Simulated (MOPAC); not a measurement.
MOPAC input (PM7):

```
PM7 PRECISE GNORM=0.05 LET XYZ GEO-OK AUX(PRECISION=9) THREADS=1
Au2

Au   -0.00000000 1   -0.00000000 1   -1.27682500 1
Au    0.00000000 1    0.00000000 1    1.27682500 1
```

Output:

```
 *******************************************************************************
 **                                                                           **
 **                              MOPAC v23.2.5                                **
 **                                                                           **
 *******************************************************************************
 ** MOPAC's Digital Object Identifier: https://doi.org/10.5281/zenodo.6511958 **
 **                                                                           **
 ** Please cite the open-source release paper for use of this MOPAC version:  **
 ** J. E. Moussa and J. J. P. Stewart (2026)                                  **
 ** MOPAC: An open-source semiempirical molecular orbital program             **
 ** J. Open Source Softw., 11(119), 8025, https://doi.org/10.21105/joss.08025 **
 *******************************************************************************

                              PM7 CALCULATION RESULTS

 *******************************************************************************
 *  PM7        - The PM7 Hamiltonian to be used
 *  GEO-OK     - OVERRIDE INTERATOMIC DISTANCE AND OTHER SAFETY CHECKS
 *  LET        - OVERRIDE SOME SAFETY CHECKS
 *  PRECISE    - TIGHTER CRITERIA TO BE USED
 *  XYZ        - CARTESIAN COORDINATE SYSTEM TO BE USED
 *  GNORM      - EXIT WHEN GRADIENT NORM DROPS BELOW 0.050
 *  AUX        - OUTPUT AUXILIARY INFORMATION
 *******************************************************************************
PM7 PRECISE GNORM=0.05 LET XYZ GEO-OK AUX(PRECISION=9) THREADS=1
 Au2

   ATOM   CHEMICAL          X               Y               Z
  NUMBER   SYMBOL      (ANGSTROMS)     (ANGSTROMS)     (ANGSTROMS)

     1      Au         -0.00000000  *  -0.00000000  *  -1.27682500  *
     2      Au          0.00000000  *   0.00000000  *   1.27682500  *

          CARTESIAN COORDINATES

    NO.       ATOM           X           Y           Z

     1        Au         -0.0000     -0.0000     -1.2768
     2        Au          0.0000      0.0000      1.2768

 General Reference for PM7:
 "Optimization of Parameters for Semiempirical Methods VI: More Modifications to the
 NDDO Approximations and Re-optimization of Parameters", J. J. P. Stewart, J. Mol. Mod., 1:32, 19 (2013)
 https://link.springer.com/article/10.1007/s00894-012-1667-x

           Empirical Formula: Au2  =     2 atoms

      MOLECULAR POINT GROUP   :   D*h

      RHF CALCULATION, NO. OF DOUBLY OCCUPIED LEVELS = 11

          Geometry optimization using EF

          DIAGONAL MATRIX USED AS START HESSIAN

 CYCLE:     1  GRAD.:   181.380 HEAT:  67.22942
 CYCLE:     2  GRAD.:     8.536 HEAT:  51.85697
 CYCLE:     3  GRAD.:     2.285 HEAT:  51.80821
 CYCLE:     4  GRAD.:     0.044 HEAT:  51.80453

     GRADIENT =  0.04438 IS LESS THAN CUTOFF =  0.05000

 -------------------------------------------------------------------------------
 PM7 PRECISE GNORM=0.05 LET XYZ GEO-OK AUX(PRECISION=9) THREADS=1
 Au2

     GEOMETRY OPTIMISED USING EIGENVECTOR FOLLOWING (EF).
     SCF FIELD WAS ACHIEVED

                              PM7 CALCULATION
                                                       MOPAC v23.2.5 Linux

          FINAL HEAT OF FORMATION =         51.80453 KCAL/MOL =     216.75014 KJ/MOL

          COSMO AREA              =         79.82 SQUARE ANGSTROMS
          COSMO VOLUME            =         59.62 CUBIC ANGSTROMS

          GRADIENT NORM           =          0.04438          =       0.03138 PER ATOM
          IONIZATION POTENTIAL    =         11.145094 EV
          HOMO LUMO ENERGIES (EV) =        -11.145  1.083
          NO. OF FILLED LEVELS    =         11
          MOLECULAR WEIGHT        =        393.9330         POINT GROUP:  D*h

          MOLECULAR DIMENSIONS (Angstroms)

            Atom       Atom       Distance
           Au     2   Au     1     2.81913
           Au     2   Au     1     0.00000
           Au     1   Au     2     0.00000

          SCF CALCULATIONS        =          5

   ATOM   CHEMICAL          X               Y               Z
  NUMBER   SYMBOL      (ANGSTROMS)     (ANGSTROMS)     (ANGSTROMS)

     1      Au          0.00000000  *   0.00000000  *  -1.40956667  *
     2      Au          0.00000000  *   0.00000000  *   1.40956667  *

                             CARTESIAN COORDINATES

   1   Au        0.000000000     0.000000000    -1.409566674
   2   Au        0.000000000     0.000000000     1.409566674

           Empirical Formula: Au2  =     2 atoms

      MOLECULAR POINT GROUP   :   D*h

                  EIGENVALUES
 -13.90549 -11.60148 -11.60148 -11.57490 -11.54048 -11.54048 -11.53412 -11.53412
 -11.52948 -11.52948 -11.14509   1.08334  60.86980  66.33458  66.33458  71.30521
  71.30521  79.19412

              NET ATOMIC CHARGES AND DIPOLE CONTRIBUTIONS

  ATOM NO.   TYPE          CHARGE      No. of ELECS.   s-Pop       p-Pop       d-Pop
    1         Au          -0.000000       11.0000     1.00985     0.00773     9.98243
    2         Au           0.000000       11.0000     1.00985     0.00773     9.98243
 DIPOLE           X         Y         Z       TOTAL
 POINT-CHG.     0.000     0.000     0.000     0.000
 HYBRID         0.000     0.000    -0.000     0.000
 SUM            0.000     0.000     0.000     0.000

          ATOMIC ORBITAL ELECTRON POPULATIONS

     Atom    s        px        py        pz      x^2-y^2     xz        z^2       yz        xy
    1 Au   1.00985   0.00015   0.00015   0.00743   2.00000   1.99985   1.98272   1.99985   2.00000
    2 Au   1.00985   0.00015   0.00015   0.00743   2.00000   1.99985   1.98272   1.99985   2.00000

 **********************
 *                    *
 * JOB ENDED NORMALLY *
 *                    *
 **********************

 == MOPAC DONE ==
```

The geometry given is a B3LYP-D3(BJ)/def2-TZVP minimum.
